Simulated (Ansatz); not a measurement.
Coupled-cluster diagnostics for (MgS)4 ring (Mg₄S₄), Ansatz.

Geometry of the singlet (PBE0-D4/def2-SVP):

```xyz
8

Mg    0.876   -2.317   -0.033
Mg    0.633    0.205    2.393
Mg   -0.875    2.318    0.033
Mg   -0.633   -0.206   -2.393
S     1.386   -1.944    2.167
S    -0.224    2.321    2.227
S    -1.387    1.944   -2.166
S     0.225   -2.321   -2.227
```

Correlated methods freeze 24 core orbitals; core or outer-core shells of Mg are correlated, in sets that lack core-valence functions. Another isomer (singlet) lies 1.95 eV lower at PBE0-D4/def2-TZVP; other spin states weren't run for this one.

**Question.** Estimate the CCSD(T) correlation energy, the shares of MP2 and (T), T1 and the reference's ⟨S²⟩ for: charge 0, singlet, own geometry in def2-SVP; and the rough time on 4 threads of Arm Neoverse V2 on a shared host.

**Answer.** 
```tsv
state	basis	correlation (eV)	MP2 share (%)	(T) share (%)	T1	⟨S²⟩ (pure)	wall time
charge 0, singlet, own geometry	def2-SVP	-19.208	89.4	3.7	0.012	0.00 (0.00)	44 s
```
Customary marks for T1 are 0.02 (closed shells), 0.045 (open shells) and about 0.05 (3d metals). T1 stays under 0.02 throughout.
